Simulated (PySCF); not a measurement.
## Ionising SnCl

PBE0; PySCF, scalar-relativistic core potentials, basis sets Sn def2-TZVPPD with ECP28, Cl def2-TZVPPD. Neutral (UKS): doublet (π ↑), Re = 2.369 Å, ωe = 348 cm⁻¹, De = 3.96 eV, HOMO -5.00 eV, LUMO -3.17 eV.

SnCl⁺ (UKS): singlet (closed shell), Re = 2.260 Å, ωe = 430 cm⁻¹, De = 4.23 eV to Sn⁺ + Cl. The energies at the minima are -674.40225 hartree for SnCl and -674.14395 for SnCl⁺.

Q: Work out the adiabatic ionisation energy, without and with harmonic zero-point energies (1 hartree = 27.2114 eV, 1 eV = 8065.5 cm⁻¹), and the change of the bond length.

A: At PBE0: 0.25830 hartree = 7.029 eV between the minima; the zero-point term (430.0 − 348.0)/2 cm⁻¹ = +0.005 eV makes it 7.034 eV. Re changes by -10.9 pm against the neutral. The electron leaves a π orbital, and the shorter bond of the ion fits an antibonding orbital, or a change in how ionic the bond is.

SnCl⁻ (UKS): triplet (π ↑↑), Re = 2.537 Å, ωe = 247 cm⁻¹, De = 1.84 eV to Sn + Cl⁻. The energies at the minima are -674.40225 hartree for SnCl and -674.45592 for SnCl⁻.

Q: Work out the adiabatic electron affinity, without and with harmonic zero-point energies (1 hartree = 27.2114 eV, 1 eV = 8065.5 cm⁻¹), and the change of the bond length.

A: At PBE0: 0.05367 hartree = 1.460 eV between the minima; the zero-point term (348.0 − 247.0)/2 cm⁻¹ = +0.006 eV makes it 1.467 eV. Re changes by +16.8 pm against the neutral. The electron enters a π orbital, and the longer bond of the ion fits an antibonding orbital, or a change in how ionic the bond is.

Spin–orbit coupling is left out, which matters for elements this heavy, above all for dissociation energies. For an ion De counts to the pair picked by the measured ionisation energies or electron affinities, which need not be the lowest pair at this level. The highest Kohn–Sham level is positive in this anion. Much of that is self-interaction error, but it also means that the finite basis helps to hold the extra electron. States were picked by a PBE0 search and need not be the measured ground states.
